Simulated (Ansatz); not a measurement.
Program: Ansatz. Geometries: PBE0-D4/def2-TZVP. ΔE: electronic, gas phase. CBS: MP2 limit from def2 TZ/QZ plus the TZ coupled-cluster correction, frozen cores. Double bonds are as drawn, so ΔE can hold a change between cis and trans. DFT in def2-TZVPP. B3LYP here is the variant with VWN-RPA as its local correlation; programs differ in this. Each species was taken in one conformer, which may not be the lowest.

Reaction (formal exchange of groups at the Al–C bond): `[AlH2]/[CH]=C1/C[SiH2]1` + `CC(C)CF` → `CC(C)[CH2][AlH2]` + `F/C=C1/C[SiH2]1`

(1) Is it downhill or uphill in electronic energy at CCSD(T)/CBS, and by how much? (Best estimate.)

(2) What do these levels give: PBE-D4, PBE0-D4, ωB97X-V, PBE, r2SCAN, PBE0, B3LYP, MP2/def2-TZVPP, SCS-MP2/def2-TZVPP, CCSD(T)/def2-TZVPP, HF/def2-QZVPP, SCS-MP2/def2-QZVPP? (An estimate is asked.)

Largest T1 diagnostic among the species: 0.013.

## Answers

(1) Ansatz gave: Uphill: ΔE = +4.4 kcal/mol.

(2) Computed: PBE-D4 1.9, PBE0-D4 2.7, ωB97X-V 3.6, PBE 1.9, r2SCAN 3.0, PBE0 2.7, B3LYP 3.8, MP2/def2-TZVPP 4.2, SCS-MP2/def2-TZVPP 4.9, CCSD(T)/def2-TZVPP 4.5, HF/def2-QZVPP 6.7, SCS-MP2/def2-QZVPP 4.8 kcal/mol.

In def2-TZVPP, CCSD(T) changes the Hartree–Fock value by −2.4 kcal/mol (the triples alone add −0.2 kcal/mol) and MP2 by −2.7 kcal/mol. From PBE to PBE0 (25 % exact exchange), in def2-TZVPP and without D4, ΔE moves by +0.8 kcal/mol.
